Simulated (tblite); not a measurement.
Compound: C₉H₉ (doublet state).
Z-matrix (Å and degrees, GFN2-xTB geometry), rows numbered from 1:
```
C 
C   1  1.3192
C   2  1.5003  1  124.35
C   3  1.5091  2  109.57  1  -119.62
C   4  1.3883  3  119.77  2    85.16
C   5  1.3927  4  120.53  3  -178.37
C   6  1.3635  5  117.36  4     0.28
C   7  1.3629  6  124.64  5    -0.00
C   4  1.3877  3  120.59  2   -92.65
H   1  1.0783  2  121.71  3    -1.03
H   1  1.0769  2  122.10  3   179.38
H   2  1.0824  1  120.57  3  -178.81
H   3  1.0912  2  109.68  1     1.38
H   3  1.0931  2  109.19  1   120.35
H   5  1.0809  4  119.97  3     1.65
H   6  1.0797  5  120.45  4  -179.70
H   8  1.0798  7  122.27  6  -179.98
H   9  1.0815  4  120.25  3    -1.99
```

Computed geometry: GFN2-xTB, gas phase. This method treats the open shell by occupation alone, without spin polarisation.

Take the most abundant isotopes and a rigid rotor. The values belong to one conformer with, in the numbering `[CH2:1]=[CH:2][CH2:3][c:4]1[cH:5][cH:6][c:7][cH:8][cH:9]1`, C1–C2–C3–C4 -120°, C2–C3–C4–C5 85°.

(1) What are A, B and C (GHz)?

(2) What kind of rotor is it?

(3) Is it planar, by Δ = Ic − Ia − Ib?

(4) Give the other two planar moments, Paa and Pbb, and the rms extents of the mass along the axes.

(5) Estimate the classical rotational partition function at 25 K, 100 K and 500 K.

## Answers

(1) Ia = 127.52, Ib = 482.18, Ic = 553.84 u·Å²; 505379 MHz·u·Å²/I gives 3963, 1048 and 912.5 MHz, that is A = 3.9631, B = 1.0481, C = 0.9125 GHz.

(2) A near-prolate asymmetric top. Ray's parameter κ = (2B − A − C)/(A − C) = -0.911; −1 is the prolate and +1 the oblate limit.

(3) Not planar: Δ = Ic − Ia − Ib = -55.86 u·Å². For a rigid frame Δ = −2 Σ m c², so Σ m c² = 27.93 u·Å² lies off the ab plane: 8.29 from hydrogen and 19.64 from heavier atoms. The atom farthest from that plane is 1.56 Å away.

(4) Paa = Σ m a² = (Ib + Ic − Ia)/2 = 454.25 and Pbb = Σ m b² = (Ia + Ic − Ib)/2 = 99.59 u·Å². With the mass M = 117.07 u, the rms extents √(P/M) along a, b and c are 1.97, 0.92, 0.49 Å.

(5) Point group C1, symmetry number σ = 1; q = (√π/σ)·√((kT/h)³/(ABC)), k/h = 20836.6 MHz/K: 10800 at 25 K, 86600 at 100 K, 968000 at 500 K.

For this open shell read J as N, the rotation without spin; fine and hyperfine splittings come on top. Its GFN2-xTB frequencies are all real (lowest 22 cm⁻¹). Zero-point vibration and centrifugal distortion are left out.

Time: 0.21 s wall. Hardware: one thread of an Arm Neoverse V2, no GPU, shared host with 96 logical CPUs at a one-minute load of 61. That covers the optimisation of the geometry.
